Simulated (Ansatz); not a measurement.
Computed with frozen-core CCSD(T)/def2-TZVPP // PBE0-D3(BJ)/def2-TZVP (Ansatz, an electronic-structure program).

Ansatz 0.2 input:
```yaml
crystal:
  periodic: [false, false, false]
  atoms:
    - { symbol: O, position_ang: [-0.238294, 1.633095, 0.035026] }
    - { symbol: In, position_ang: [0.171606, -0.304012, 0.053681] }
    - { symbol: S, position_ang: [2.364375, -0.834828, 0.75409] }
    - { symbol: S, position_ang: [-1.444034, -1.922279, -0.584654] }
    - { symbol: H, position_ang: [-1.134411, 1.834803, -0.244002] }
    - { symbol: H, position_ang: [2.660008, 0.464112, 0.940208] }
    - { symbol: H, position_ang: [-2.374552, -0.992251, -0.859341] }
basis:
  gaussian: { orbitals: def2-TZVPP }
correlation:
  method: ccsd_t
```

Output:

```
Functional definition: HF
1395 factors; integrals over basis functions are off by at most 1.1e-3 eV
mean field evaluation 1: about -28868.1487 eV, gradient 4.4e1 eV
mean field evaluation 2: about -28868.2282 eV, gradient 4.4e1 eV
mean field evaluation 4: about -28872.1418 eV, gradient 3.4e0 eV
mean field evaluation 8: about -28872.2097 eV, gradient 3.6e-1 eV
mean field evaluation 16: about -28872.2107 eV, gradient 2.0e-6 eV
mean field -28872.21070217 eV, -1061.0341730176 hartree, gradient 2.0e-6 eV, S^2 0.000000; 0 other end points of the search recorded, 0 dependent functions left out
15 core orbitals not correlated
reference -28872.21070217 eV, -1061.0341730176 hartree; 17, 17 occupied and 175, 175 virtual orbitals, 1395 factors
second order -23.99228834 eV of doubles, -0.00000000 eV of singles
cycle   1  -24.02198417 eV  change   -3.0e-2 eV  update   1.2e-1
cycle   2  -24.59997391 eV  change   -5.8e-1 eV  update   3.8e-2
cycle   3  -24.74691363 eV  change   -1.5e-1 eV  update   2.3e-2
cycle   4  -24.74001782 eV  change    6.9e-3 eV  update   6.5e-3
cycle   5  -24.73334716 eV  change    6.7e-3 eV  update   3.0e-3
cycle   6  -24.73404885 eV  change   -7.0e-4 eV  update   1.0e-3
cycle   7  -24.73381675 eV  change    2.3e-4 eV  update   3.7e-4
cycle   8  -24.73373937 eV  change    7.7e-5 eV  update   1.1e-4
cycle   9  -24.73380575 eV  change   -6.6e-5 eV  update   4.4e-5
cycle  10  -24.73381806 eV  change   -1.2e-5 eV  update   1.6e-5
perturbative correction -1.00520100 eV, -0.0369404556 hartree
Total energy: -28897.94972124 eV, -1061.9800645216 hartree
```

Cost: around 5 core-minutes (rough).
